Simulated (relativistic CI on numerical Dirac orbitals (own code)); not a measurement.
Charge states of silver

Computed by Dirac-Coulomb-Breit CI, separate exchange-only KLI orbitals for each configuration, model QED, valence Slater integrals scaled by 0.9 (own radial code, finite nucleus).

Each species is treated in one configuration, given outside its closed core. Radial values are for the open shell of highest l, unscaled and averaged over j; ζ includes the Breit term. Labels give the leading LS character, summed over repeated terms.

```
  Ion  Configuration  Its lowest level  LS weight (%)       Next level    E (cm⁻¹)   ζ (cm⁻¹)  ⟨r⟩ (bohr)  ⟨r²⟩ (bohr²)
Ag²⁴⁺            3d⁵             ⁶S5/2             83  J = 5/2 (mixed)       81786      23430       0.311        0.1129
Ag²⁵⁺            3d⁴               ⁵D0             59              ⁵D1       27940      24230      0.3066        0.1096
Ag²⁶⁺            3d³             ⁴F3/2             80            ⁴F5/2       36211      25050      0.3024        0.1064
Ag²⁷⁺            3d²               ³F2             87              ³F3       53842      25890      0.2983        0.1034
Ag²⁸⁺             3d             ²D3/2            100            ²D5/2       67086      26760      0.2943        0.1005
Ag²⁹⁺         3s²3p⁶               ¹S0            100                                                                  
Ag³⁰⁺         3s²3p⁵            ²P°3/2            100           ²P°1/2      324950     216300      0.3232        0.1205
Ag³¹⁺         3s²3p⁴               ³P2             75              ¹S0       82193     220600      0.3205        0.1185
Ag³²⁺         3s²3p³                 ?              ?                ?           ?          ?           ?             ?
Ag³³⁺         3s²3p²               ³P0             76              ³P1      296230     229400      0.3153        0.1146
Ag³⁴⁺          3s²3p            ²P°1/2            100           ²P°3/2      351380     233800      0.3127        0.1128
Ag³⁵⁺            3s²               ¹S0            100                                                                  
Ag³⁶⁺             3s             ²S1/2            100                                              0.3187        0.1156
Ag³⁷⁺         2s²2p⁶               ¹S0            100                                                                  
Ag³⁸⁺         2s²2p⁵            ²P°3/2            100           ²P°1/2  1.4595e+06     971100      0.1136       0.01566
Ag³⁹⁺         2s²2p⁴               ³P2             72              ¹S0      246800     992800      0.1125       0.01535
Ag⁴⁰⁺         2s²2p³   J = 3/2 (mixed)             44           ⁴S°3/2  1.3614e+06  1.015e+06      0.1115       0.01505
Ag⁴¹⁺         2s²2p²               ³P0             73              ³P1   1.417e+06  1.037e+06      0.1104       0.01476
Ag⁴²⁺          2s²2p            ²P°1/2            100           ²P°3/2  1.5933e+06   1.06e+06      0.1095       0.01449
Ag⁴³⁺            2s²               ¹S0            100                                                                  
Ag⁴⁴⁺             2s             ²S1/2            100                                              0.1255       0.01851
Ag⁴⁵⁺            1s²               ¹S0            100
```

Q: Fill in the row of Ag³²⁺.

A: Its lowest level J = 3/2 (mixed); LS weight (%) 40; Next level J = 3/2 (mixed); E (cm⁻¹) 283240; ζ (cm⁻¹) 224900; ⟨r⟩ (bohr) 0.3179; ⟨r²⟩ (bohr²) 0.1165.
